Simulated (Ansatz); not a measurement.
```yaml
crystal:
  periodic: [false, false, false]
  atoms:
    - {symbol: Be, position_ang: [-0.481010, 0.347627, 0.364495]}
    - {symbol: H, position_ang: [-1.062233, 0.650133, 0.803925]}
    - {symbol: O, position_ang: [-0.397477, 0.155737, -0.558384]}
    - {symbol: Be, position_ang: [0.561966, -0.296744, -0.425447]}
    - {symbol: H, position_ang: [1.057317, -0.769329, -0.802903]}
    - {symbol: O, position_ang: [0.345680, -0.124265, 0.650274]}
    - {symbol: H, position_ang: [-0.743950, 0.237365, -1.035694]}
    - {symbol: H, position_ang: [0.636931, -0.238514, 1.035848]}
basis:
  gaussian: {orbitals: def2-mTZVP, fitting: {mean_field: def2-universal-jkfit}}
total_charge: -1
magnetization: {spin_polarized: true, initial_magnetization: 1}
hamiltonian: {xc: {name: r2SCANh}, dispersion: d3bj}
scf: {omitted_lower_state_checks: [starts]}
output: {forces: true}
```

```sh
$ ansatz run in.yaml --threads 4 --pin off --events-out ev --progress --plain --max-ram 3916MiB
```

Output, abridged:

```
Warning: the engine holds no damping parameters fitted to this dispersion correction and functional, so the run takes those fitted to r2scanh beside the three-body term, which d3bj leaves out (hamiltonian.dispersion, under Limitations)
Functional definition: r2SCANh
328 factors; integrals over basis functions are off by at most 8.7e-1 eV
mean field evaluation 1: about -4868.7660 eV, gradient 7.5e1 eV
mean field evaluation 2: about -4779.4214 eV, gradient 1.4e2 eV
mean field evaluation 4: about -4885.6675 eV, gradient 4.0e0 eV
mean field evaluation 8: about -4885.7673 eV, gradient 1.8e-1 eV
mean field evaluation 16: about -4885.7680 eV, gradient 3.1e-4 eV
mean field -4885.76800457 eV, -179.5486624756 hartree, gradient 2.0e-5 eV, S^2 0.750415; 0 other end points of the search recorded, 0 dependent functions left out
reference -4885.76802540 eV, -179.5486632410 hartree; 15, 14 occupied and 67, 68 virtual orbitals, 328 factors
Total energy: -4885.80544936 eV, -179.5500385461 hartree
Atom 0 at    -0.481010     0.347627     0.364495 Å, force   -28.468731    26.243107    37.540686 eV/Å
Atom 1 at    -1.062233     0.650133     0.803925 Å, force   -21.770375    11.966320    16.319796 eV/Å
Atom 2 at    -0.397477     0.155737    -0.558384 Å, force    10.874080    -5.847301   -25.688182 eV/Å
Atom 3 at     0.561966    -0.296744    -0.425447 Å, force    15.914284    -1.395318    -5.903158 eV/Å
Atom 4 at     1.057317    -0.769329    -0.802903 Å, force    20.123230   -18.334500   -15.479305 eV/Å
Atom 5 at     0.345680    -0.124265     0.650274 Å, force   -48.643078    14.820758   -73.869237 eV/Å
Atom 6 at    -0.743950     0.237365    -1.035694 Å, force   -47.277148    11.491043   -65.854572 eV/Å
Atom 7 at     0.636931    -0.238514     1.035848 Å, force    99.247738   -38.944108   132.933972 eV/Å
Dipole moment:    -0.195068    -0.155743     0.215294 e Å
Checks for a lower state left out: starts
```

In this input the geometry is squeezed to about two thirds of its size. The calculation finished and met its thresholds. The result belongs to that input, not to the species as meant.

The highest occupied level of an anion often lies above zero with these methods, and sets without diffuse functions describe the outer electron poorly.
